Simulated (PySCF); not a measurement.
# Working out the excitation energy of Sc

Sc [Ar] 3d1 4s2 (2D) → Sc [Ar] 3d2 4s1 (4F). All numbers are calculated (PySCF 2.14, scalar relativity by spin-free X2C-1e, in Sapporo-DKH3-DZP-2012 (6s5p3d1f, 43 functions)). Frozen: [Ne]. Energies in hartree (1 hartree = 27.21139 eV):

```csv
part,Sc (lower),Sc (upper)
UHF,-763.267937,-763.226621
MP2 opposite-spin,-0.168816,-0.144202
MP2 same-spin,-0.064193,-0.071292
```

What does Hartree-Fock give?

(-763.226621) − (-763.267937) = 0.041316 hartree = 1.124 eV.

What do MP2 and SCS-MP2 (6/5 opposite-spin, 1/3 same-spin) give?

The opposite-spin parts differ by 0.670 eV and the same-spin parts by -0.193 eV. MP2: 1.124 + (0.670) + (-0.193) = 1.601 eV. SCS-MP2: 1.124 + 1.2 × (0.670) + (-0.193)/3 = 1.864 eV.

Measured between the centres of the two terms (NIST): 1.427 eV, so MP2 (valence and next inner shell) is off by 0.174 eV.

A double-zeta basis recovers only part of the correlation energy.

What remains against the reference includes basis incompleteness, the frozen core and correlation beyond second order.
